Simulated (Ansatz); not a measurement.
Reaction (silylene loss): `FCOBO[SiH3]` → `OBOCF` + `[SiH2]`

Program: Ansatz. Geometries: PBE0-D4/def2-TZVP. ΔE: electronic, gas phase. CBS: MP2 limit from def2 TZ/QZ plus the TZ coupled-cluster correction, frozen cores. This one scheme is used for every species. DFT in def2-TZVPP. HSE06 is defined as in plane-wave codes. Each species was taken in one conformer, which may not be the lowest.

`FCOBO[SiH3]`:

```xyz
12

F     2.823   -0.118   -0.576
C     1.768    0.529   -1.161
O     0.638    0.354   -0.387
B    -0.231   -0.675   -0.638
O    -1.273   -0.858    0.194
Si   -1.714   -0.054    1.578
H     1.637    0.110   -2.164
H     2.005    1.594   -1.194
H    -0.074   -1.384   -1.591
H    -2.934   -0.728    2.078
H    -0.633   -0.138    2.589
H    -2.011    1.367    1.271
```

`OBOCF`:

```xyz
9

O    -0.986    2.026    0.407
B    -0.328    0.860    0.562
O    -0.279   -0.026   -0.483
C     0.466   -1.183   -0.387
F     1.725   -0.957   -0.875
H    -1.350    2.134   -0.478
H     0.184    0.608    1.613
H     0.000   -1.949   -1.010
H     0.569   -1.512    0.652
```

`[SiH2]`:

```xyz
3

Si   -0.278    0.367    0.543
H    -0.637   -0.940   -0.158
H     0.915    0.573   -0.385
```

Is it downhill or uphill in electronic energy at CCSD(T)/CBS, and by how much? (Estimate.)

Computed: Uphill: ΔE = +322.2 kJ/mol.

What do these levels give: LDA (SPW92), PBE0-D4, HSE06-D4, BHLYP-D4, CAM-B3LYP-D4, PBE, PBE0, CAM-B3LYP, RPA@PBE/def2-TZVPP, HF/def2-SVP, CCSD(T)/def2-SVP, CCSD/def2-TZVPP? (Best estimate.)

Ansatz gave: LDA (SPW92) 335.9, PBE0-D4 323.2, HSE06-D4 322.7, BHLYP-D4 334.1, CAM-B3LYP-D4 328.6, PBE 303.0, PBE0 316.8, CAM-B3LYP 321.9, RPA@PBE/def2-TZVPP 298.2, HF/def2-SVP 303.3, CCSD(T)/def2-SVP 295.5, CCSD/def2-TZVPP 313.0 kJ/mol.

Largest T1 diagnostic among the species: 0.014.

At CCSD(T), def2-SVP lies −26.7 kJ/mol from the extrapolated value and def2-TZVPP −7.2 kJ/mol. From PBE to PBE0 (25 % exact exchange), in def2-TZVPP and without D4, ΔE moves by +13.7 kJ/mol. Leaving LDA and LC-ωPBE aside and taking each functional with its dispersion term where it has one, the values, not all of them listed here, spread over 36.7 kJ/mol, from BLYP-D4 to r2SCAN0-D4. LDA lies +32.8 kJ/mol from PBE without D4.
